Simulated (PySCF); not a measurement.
CH3BBr2O.
Bonds: C1–O2, O2–B3, B3–Br4, B3–Br5. Hydrogens: H6, H7, H8 on C1.

Level of theory: PySCF 2.14.0, PBE0-D3(BJ)/def2-SVP geometry optimisation, gas phase.

**Question.** What internal coordinates does the optimisation give?

**Answer.** 
| bond | length (Å) |
| --- | --- |
| C1–O2 | 1.409 |
| O2–B3 | 1.327 |
| B3–Br4 | 1.929 |
| B3–Br5 | 1.915 |
| C1–H6, C1–H7, C1–H8 | 1.100 |

Bonds in one row agree within 0.01 Å and their mean is given. A selection of angles:
| angle | degrees |
| --- | --- |
| O2–C1–H6 | 108.5 |
| O2–C1–H7 | 111.8 |
| H6–C1–H7 | 109.6 |
| C1–O2–B3 | 128.4 |
| O2–B3–Br4 | 122.8 |
| O2–B3–Br5 | 118.0 |
| Br4–B3–Br5 | 119.2 |

Torsions: C1–O2–B3–Br4 0° (synperiplanar).

B3 (three-coordinate boron) is planar (angles 122.8°, 119.2° and 118.0°, sum 360.0°, 0.00 Å off the plane of its three neighbours). The 5 heavy atoms lie in one plane (0.001 Å rms). Of the pairs four or more bonds apart, Br4···H7 is among the closest relative to their van der Waals radii: 2.73 Å, 90 % of the sum of Bondi's values.

Point group: Cs (tolerance 0.08 Å). PBE0-D3(BJ)/def2-SVP frequencies: not computed here. One conformer, not necessarily the lowest.

Time: 30 s of wall time. Hardware: an Arm Neoverse V2 with one thread (shared host). This is the geometry optimisation.
